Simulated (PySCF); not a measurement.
**Which determinant of SnO lies lowest?**

Unrestricted PBE0; Sn cc-pVTZ-PP with ECP28, O cc-pVTZ; scalar-relativistic core potentials (PySCF 2.14). Outer shells of the fragments: Sn 4d10 5s2 5p2; O 2s2 2p4.

Followed along the bond (rough minima from three points):

```csv
2Ms+1,unpaired,⟨S²⟩ at the start,R at minimum (Å),Te (eV)
1,none,0.00,1.83,0.00
3,π ↑↑,2.01,none in the scan,≤ 2.24
5,"σ ↑, π ↑↑↑",6.01,none in the scan,≤ 5.28
```

Solutions found at the starting distance of 1.950 Å, counted from the lowest of them; the search is not exhaustive and high or unbound solutions are not listed, so other states can lie among these:

```csv
2Ms+1,unpaired,term,E (eV),⟨S²⟩,⟨Lz²⟩,μ (D)
1,none,¹Σ⁺,0.00,0.00,0.00,-4.64
3,π ↑↑,mixed,2.05,2.01,2.01,-1.67
3,π ↑↑,mixed,2.30,2.01,2.01,-1.71
1,π ↑↓,mixed,2.36,1.01,2.02,-1.73
3,"σ ↑, π ↑",³Π,2.53,2.01,1.01,-3.17
1,"σ ↓, π ↑",mixed,2.71,1.02,1.01,-3.02
```

A term symbol is given only where ⟨S²⟩ and ⟨Lz²⟩ are close to those of a pure state; real π, δ and φ orbitals otherwise mix terms. A positive dipole means Sn(−)O(+).

Spin–orbit coupling is left out. Counting both spins, an empty level lies below a filled one in some of these solutions, because spin and occupation are held.
